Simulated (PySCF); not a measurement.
PySCF input for C2H5BF2O, SMILES FCB(CO)F, PBE-D3(BJ)/def2-SVP. Geometry: PBE-D3(BJ)/def2-SVP. This is a generated structure with no PubChem entry under its InChIKey; it may be hypothetical. One conformer was computed; it need not be the lowest.

```python
import numpy as np
from pyscf import gto, scf, dft, df
from pyscf.hessian import thermo

mol = gto.M(
    atom='''
    O    -2.36921946    0.06356131    0.16844089
    C    -1.11919519    0.05826986   -0.49401819
    B     0.16591766    0.03285607    0.40335005
    F     0.03717183    0.19517561    1.73479048
    C     1.62708974   -0.11970524   -0.17293276
    F     1.62891493   -0.27305327   -1.55772950
    H    -2.24010338    0.51122257    1.02417716
    H    -0.98768510    0.93010538   -1.19703593
    H    -1.07379766   -0.81617744   -1.18551696
    H     2.24815005    0.76750294    0.10297182
    H     2.13545526   -0.99591291    0.29928322
    ''',
    basis='def2-SVP',
    charge=0,
    spin=0,
    max_memory=1600,
    verbose=3,
)
mf = dft.RKS(mol, xc='pbe').density_fit(auxbasis='def2-universal-jkfit')
mf.disp = 'd3bj'
mf.grids.level = 3
mf.conv_tol = 1e-11
mf.max_cycle = 100
mf.kernel()

# [left out here: the lines that compute and print the analytic Hessian (its translational invariance restored by hand, since the grid's response is missing), thermochemistry and intensities]
```

Program output:

```
[...]
Mode                                 6                   7                   8
Irrep
Freq [cm^-1]                      411.6734            517.1804            587.0186
Reduced mass [au]                   8.3739              4.4885              1.4663
Force const [Dyne/A]                0.8361              0.7074              0.2977
Char temp [K]                     592.3064            744.1074            844.5891
Normal mode                   x     y     z       x     y     z       x     y     z
       0   O                 0.02  0.00  0.01   -0.10  0.01 -0.01   -0.02 -0.02  0.00
       1   C                -0.03 -0.00 -0.08   -0.03 -0.01  0.06   -0.01  0.11 -0.01
       2   B                -0.02 -0.02 -0.07    0.09  0.01 -0.03    0.01 -0.02  0.01
       3   F                 0.11 -0.01 -0.08   -0.03 -0.01 -0.06   -0.00  0.01  0.00
       4   C                -0.02  0.01  0.09    0.18  0.01  0.03    0.03 -0.11  0.01
       5   F                -0.07  0.02  0.11   -0.04  0.00  0.02   -0.00  0.02 -0.00
       6   H                 0.10 -0.04  0.02   -0.16  0.00  0.01   -0.05 -0.10  0.05
       7   H                -0.06  0.01 -0.07   -0.04  0.01  0.08   -0.22 -0.12 -0.30
       8   H                -0.07 -0.00 -0.08   -0.09  0.02  0.01    0.16 -0.13  0.27
       9   H                -0.07  0.03  0.11    0.30 -0.05 -0.05   -0.33  0.18 -0.03
      10   H                -0.02  0.02  0.11    0.13 -0.05 -0.04    0.46  0.12 -0.05
Mode                                 9                  10                  11
Irrep
Freq [cm^-1]                      706.3305            888.6430           1035.9636
Reduced mass [au]                   3.8490              2.7399              8.4675
Force const [Dyne/A]                1.1314              1.2748              5.3542
Char temp [K]                    1016.2524           1278.5594           1490.5210
Normal mode                   x     y     z       x     y     z       x     y     z
       0   O                -0.02  0.00  0.02    0.00 -0.01 -0.00    0.07 -0.00 -0.02
       1   C                -0.08 -0.02 -0.17    0.00  0.11 -0.00   -0.07 -0.00  0.05
       2   B                -0.01 -0.00  0.03   -0.02 -0.19  0.02   -0.14  0.01 -0.01
       3   F                 0.01  0.01  0.12    0.00  0.02 -0.01    0.02 -0.00 -0.01
       4   C                 0.08  0.01  0.00    0.01  0.11 -0.01    0.06  0.01  0.16
       5   F                 0.00 -0.00 -0.02   -0.00 -0.02  0.00   -0.01 -0.01 -0.11
       6   H                 0.18 -0.00 -0.01   -0.05 -0.07  0.04   -0.05 -0.01 -0.01
       7   H                -0.16  0.04 -0.12   -0.06 -0.09 -0.23    0.09 -0.00  0.06
       8   H                -0.20  0.01 -0.21    0.06 -0.10  0.23    0.06 -0.00  0.06
       9   H                 0.16 -0.03 -0.05    0.27 -0.11  0.07    0.08  0.02  0.06
      10   H                 0.09 -0.02 -0.06   -0.26 -0.09 -0.05    0.09 -0.01  0.08
Mode                                12                  13                  14
Irrep
Freq [cm^-1]                     1063.3679           1108.0886           1166.7658
Reduced mass [au]                   4.0208              1.6001              1.2005
Force const [Dyne/A]                2.6787              1.1575              0.9629
Char temp [K]                    1529.9497           1594.2928           1678.7162
Normal mode                   x     y     z       x     y     z       x     y     z
       0   O                -0.13 -0.00  0.06    0.03  0.00 -0.02    0.02  0.03 -0.04
       1   C                 0.12 -0.00 -0.07    0.01  0.00  0.01   -0.05 -0.04  0.05
       2   B                 0.03 -0.01  0.03    0.14 -0.00 -0.00    0.05 -0.03 -0.01
       3   F                 0.00 -0.00 -0.02   -0.01  0.00  0.01   -0.00  0.00  0.01
       4   C                -0.02  0.02  0.10   -0.04  0.01  0.07    0.00  0.02  0.00
       5   F                -0.00 -0.01 -0.07   -0.01 -0.01 -0.06   -0.00 -0.01 -0.01
       6   H                 0.19  0.05 -0.00   -0.28 -0.08  0.06    0.30  0.09 -0.11
       7   H                 0.13  0.03  0.00   -0.24 -0.06 -0.12   -0.63  0.10  0.15
       8   H                 0.30 -0.01 -0.04   -0.51  0.02 -0.05    0.44  0.08 -0.10
       9   H                -0.06  0.03  0.13   -0.19  0.07  0.21   -0.09  0.03  0.21
      10   H                -0.08 -0.00  0.12   -0.19  0.01  0.23   -0.08 -0.03 -0.02
Mode                                15                  16                  17
Irrep
Freq [cm^-1]                     1195.9054           1224.3595           1290.6907
Reduced mass [au]                   1.1044              1.7243              1.8042
Force const [Dyne/A]                0.9306              1.5229              1.7708
Char temp [K]                    1720.6416           1761.5807           1857.0165
Normal mode                   x     y     z       x     y     z       x     y     z
       0   O                -0.00 -0.00  0.01   -0.01 -0.02 -0.00   -0.00 -0.03 -0.04
       1   C                 0.01 -0.01 -0.01   -0.06  0.03  0.01   -0.10  0.04  0.03
       2   B                -0.01  0.04  0.01    0.03 -0.01 -0.13    0.09  0.02  0.10
       3   F                 0.00 -0.00 -0.00   -0.01  0.01  0.07   -0.00 -0.01 -0.04
       4   C                 0.00  0.06 -0.00    0.07 -0.01 -0.05   -0.06  0.01  0.03
       5   F                -0.00 -0.04  0.01   -0.02 -0.00  0.00    0.01 -0.00 -0.01
       6   H                -0.09 -0.02  0.03    0.20  0.04 -0.06    0.58  0.04 -0.15
       7   H                 0.08 -0.01 -0.01    0.43 -0.03  0.01    0.24 -0.03 -0.02
       8   H                -0.09  0.00 -0.01    0.09 -0.04  0.11   -0.21 -0.04  0.13
       9   H                -0.15 -0.00  0.61   -0.28  0.13  0.29    0.08 -0.07 -0.04
      10   H                 0.20 -0.15 -0.65   -0.25 -0.05  0.22    0.12  0.04 -0.09
Mode                                18                  19                  20
Irrep
Freq [cm^-1]                     1337.9677           1357.9574           1379.1036
Reduced mass [au]                   1.4455              2.0933              1.2198
Force const [Dyne/A]                1.5246              2.2744              1.3668
Char temp [K]                    1925.0377           1953.7984           1984.2231
Normal mode                   x     y     z       x     y     z       x     y     z
       0   O                -0.03 -0.01 -0.01   -0.00 -0.00 -0.01    0.01  0.00  0.01
       1   C                 0.08  0.02  0.10    0.02  0.00  0.01   -0.04 -0.00 -0.01
       2   B                -0.05 -0.00 -0.08   -0.08  0.02  0.15    0.06 -0.01 -0.04
       3   F                 0.00  0.00  0.03    0.01 -0.01 -0.06   -0.00  0.00  0.02
       4   C                 0.00  0.00  0.02    0.11 -0.01 -0.05   -0.02  0.01  0.09
       5   F                 0.00  0.00  0.00   -0.00  0.00  0.01    0.01 -0.00  0.01
       6   H                 0.30  0.03 -0.07    0.14 -0.01 -0.03   -0.10 -0.00  0.02
       7   H                -0.08 -0.35 -0.40   -0.09 -0.02 -0.04    0.09 -0.02 -0.02
       8   H                -0.17  0.34 -0.34   -0.18  0.02 -0.02    0.14  0.02 -0.04
       9   H                 0.05 -0.01 -0.07   -0.33  0.27 -0.00   -0.19  0.29 -0.51
      10   H                 0.05 -0.01 -0.07   -0.36 -0.22  0.06   -0.23 -0.37 -0.44
Mode                                21                  22                  23
Irrep
Freq [cm^-1]                     1396.4665           2827.8421           2923.7843
Reduced mass [au]                   1.3724              1.0740              1.0592
Force const [Dyne/A]                1.5769              5.0601              5.3348
Char temp [K]                    2009.2044           4068.6352           4206.6746
Normal mode                   x     y     z       x     y     z       x     y     z
       0   O                 0.02  0.01  0.02   -0.00  0.00  0.00   -0.00 -0.00  0.00
       1   C                -0.10 -0.01 -0.01   -0.00 -0.06  0.05    0.00  0.00  0.00
       2   B                 0.05  0.00  0.09   -0.00 -0.00  0.00    0.00 -0.00 -0.00
       3   F                -0.00 -0.00 -0.03    0.00 -0.00 -0.00   -0.00  0.00  0.00
       4   C                -0.00 -0.00 -0.02    0.00  0.00  0.00   -0.06  0.00 -0.03
       5   F                -0.00 -0.00 -0.00   -0.00  0.00 -0.00   -0.00 -0.00 -0.00
       6   H                -0.28 -0.02  0.08    0.00  0.00  0.01   -0.00  0.00  0.00
       7   H                 0.24 -0.27 -0.31    0.07  0.75 -0.60    0.00  0.00 -0.00
       8   H                 0.38  0.27 -0.38    0.01 -0.07 -0.01    0.00 -0.00 -0.00
       9   H                -0.01 -0.04  0.12   -0.00 -0.00 -0.00    0.37  0.55  0.15
      10   H                -0.00  0.06  0.11    0.00 -0.00  0.00    0.30 -0.55  0.28
Mode                                24                  25                  26
Irrep
Freq [cm^-1]                     2965.5034           2966.5073           3704.2867
Reduced mass [au]                   1.0956              1.0874              1.0668
Force const [Dyne/A]                5.6768              5.6383              8.6248
Char temp [K]                    4266.6991           4268.1435           5329.6439
Normal mode                   x     y     z       x     y     z       x     y     z
       0   O                 0.00  0.00  0.00   -0.00 -0.00 -0.00   -0.01 -0.03 -0.05
       1   C                 0.00 -0.03 -0.02   -0.00  0.05  0.04   -0.00 -0.00 -0.00
       2   B                 0.00  0.00 -0.00   -0.00  0.00 -0.00   -0.00  0.00  0.00
       3   F                 0.00 -0.00  0.00   -0.00 -0.00 -0.00    0.00 -0.00 -0.00
       4   C                 0.00  0.07 -0.01    0.00  0.05 -0.00   -0.00 -0.00 -0.00
       5   F                 0.00 -0.00  0.00   -0.00 -0.00 -0.00    0.00 -0.00 -0.00
       6   H                -0.00 -0.01 -0.00    0.00  0.01  0.00    0.12  0.44  0.85
       7   H                -0.00  0.01 -0.02    0.01 -0.02  0.04   -0.00 -0.01  0.00
       8   H                -0.01  0.40  0.32    0.01 -0.63 -0.50    0.00  0.01  0.01
       9   H                -0.33 -0.44 -0.13   -0.21 -0.28 -0.08   -0.00 -0.00  0.00
      10   H                 0.27 -0.44  0.23    0.17 -0.28  0.14   -0.00  0.00  0.00
temperature 298.1500 [K]
pressure 101325.00 [Pa]
Rotational constants [GHz] 5.26681 2.19480 1.58188
Symmetry number 1
Zero-point energy (ZPE) 0.07541 [Eh]   197995.022 [J/mol]
                           tot       elec      trans        rot        vib
Entropy [J/mol/K]       356.736      0.000    165.391    114.081     77.264
Cv [J/mol/K]            101.766      0.000     12.472     12.472     76.823
Cp [J/mol/K]            110.081      0.000     20.786     12.472     76.823
Internal energy [J/mol]                      3718.434   3718.434 210332.485
Internal energy [Eh]   -378.23752  -378.32047
Enthalpy [J/mol]                             6197.391   3718.434 210332.485
Enthalpy [Eh]          -378.23658
Gibbs free energy [J/mol]                  -43113.886 -30294.741 187296.151
Gibbs free energy [Eh] -378.27709
mode   freq/cm-1   IR/(km/mol)
   1       92.09         5.443
   2      101.41         1.242
   3      126.60         1.693
   4      183.60        92.957
   5      228.13        20.661
   6      314.94         0.282
   7      411.67         1.240
   8      517.18         7.060
   9      587.02         3.228
  10      706.33         8.310
  11      888.64        18.704
  12     1035.96       144.308
  13     1063.37        85.336
  14     1108.09        13.657
  15     1166.77        14.477
  16     1195.91         2.510
  17     1224.36        51.598
  18     1290.69       102.232
  19     1337.97        82.065
  20     1357.96        48.230
  21     1379.10         3.769
  22     1396.47        37.502
  23     2827.84        42.175
  24     2923.78        18.950
  25     2965.50         8.066
  26     2966.51        18.710
  27     3704.29        27.125
max |gradient| / (hartree/bohr): 8.934155373826937e-05
APT charges: [-0.5385  0.1316  0.9157 -0.5271  0.2094 -0.4174  0.2529 -0.0355  0.0221
 -0.0082 -0.0051]
```

Self-consistency was reached.
